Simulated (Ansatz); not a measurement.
An input meant for Ga8N8H22, a nanocrystal cut from wurtzite GaN (hydrogen-capped) (charge 0, singlet).

```yaml
crystal:
  periodic: [false, false, false]
  atoms:
    - {symbol: Ga, position_ang: [0.418905, -3.528777, -1.126676]}
    - {symbol: N, position_ang: [0.370955, -3.387092, 0.896057]}
    - {symbol: N, position_ang: [0.414873, -1.581127, -1.567830]}
    - {symbol: Ga, position_ang: [-1.248063, -0.718395, -0.971036]}
    - {symbol: Ga, position_ang: [0.449062, -1.581063, 1.744416]}
    - {symbol: N, position_ang: [-1.094331, -0.632605, 0.997873]}
    - {symbol: N, position_ang: [-1.162191, 1.154082, -1.564699]}
    - {symbol: Ga, position_ang: [-2.844943, 2.133184, -1.120163]}
    - {symbol: Ga, position_ang: [-1.142270, 1.177036, 1.747574]}
    - {symbol: N, position_ang: [-2.746485, 2.013319, 0.902132]}
    - {symbol: Ga, position_ang: [2.092726, -0.777083, -0.995657]}
    - {symbol: N, position_ang: [1.964115, -0.660614, 0.947024]}
    - {symbol: N, position_ang: [1.949506, 1.126092, -1.599738]}
    - {symbol: Ga, position_ang: [0.374670, 2.202479, -0.992182]}
    - {symbol: Ga, position_ang: [2.113583, 1.217452, 1.647866]}
    - {symbol: N, position_ang: [0.412162, 2.029346, 0.950196]}
    - {symbol: H, position_ang: [-0.937500, -4.183561, -1.564577]}
    - {symbol: H, position_ang: [1.826967, -4.135395, -1.472392]}
    - {symbol: H, position_ang: [-0.469719, -3.863866, 1.235270]}
    - {symbol: H, position_ang: [1.141246, -3.948579, 1.270457]}
    - {symbol: H, position_ang: [0.393927, -1.564751, -2.594706]}
    - {symbol: H, position_ang: [-2.543814, -1.464587, -1.430663]}
    - {symbol: H, position_ang: [0.457717, -1.733016, 3.301140]}
    - {symbol: H, position_ang: [-1.923822, -1.111579, 1.366815]}
    - {symbol: H, position_ang: [-1.159618, 1.129286, -2.591613]}
    - {symbol: H, position_ang: [-4.091915, 1.290352, -1.561723]}
    - {symbol: H, position_ang: [-2.662865, 3.656882, -1.459877]}
    - {symbol: H, position_ang: [-1.268087, 1.258194, 3.304542]}
    - {symbol: H, position_ang: [-3.578994, 1.521128, 1.239473]}
    - {symbol: H, position_ang: [-2.849115, 2.959626, 1.279959]}
    - {symbol: H, position_ang: [3.412164, -1.410558, -1.545845]}
    - {symbol: H, position_ang: [2.812253, -1.102753, 1.320463]}
    - {symbol: H, position_ang: [2.014766, 1.165027, -2.620928]}
    - {symbol: H, position_ang: [2.791383, 1.611168, -1.268370]}
    - {symbol: H, position_ang: [0.487399, 3.662670, -1.539903]}
    - {symbol: H, position_ang: [2.051861, 1.179882, 3.216640]}
    - {symbol: H, position_ang: [3.319153, 1.913973, 0.895401]}
    - {symbol: H, position_ang: [0.454335, 2.984234, 1.325290]}
basis:
  gaussian: {orbitals: def2-mTZVP, fitting: {mean_field: def2-universal-jkfit}, nuclear_model: gaussian}
hamiltonian: {xc: {name: HF}}
correlation: {active_space: {window: {electrons: 3, orbitals: 2}}}
scf: {omitted_lower_state_checks: [starts]}
```

```sh
$ ansatz run in.yaml --threads 2 --pin off --events-out ev --progress --plain --max-ram 32768MiB --backend cuda --devices 0, --max-vram 18GiB
```

It prints (some lines left out):

```
Functional definition: HF
3140 factors; integrals over basis functions are off by at most 5.9e-1 eV
mean field evaluation 1: about -430871.9844 eV, gradient 9.1e1 eV
mean field evaluation 2: about -430882.9273 eV, gradient 6.1e1 eV
mean field evaluation 4: about -430890.3699 eV, gradient 2.4e0 eV
mean field evaluation 8: about -430890.3896 eV, gradient 8.8e-7 eV
mean field -430890.38957100 eV, -15834.9297487382 hartree, gradient 8.8e-7 eV, S^2 0.000000; 0 other end points of the search recorded, 0 dependent functions left out
reference -430890.38957100 eV, -15834.9297487382 hartree; 163, 163 occupied and 343, 343 virtual orbitals, 3140 factors
Error: 3 electrons in 2 orbitals form no window around the highest filled level of the reference
```

(1) What is wrong with this run?

Answers

(1) The active space doesn't fit the electrons. The run stopped with an error.
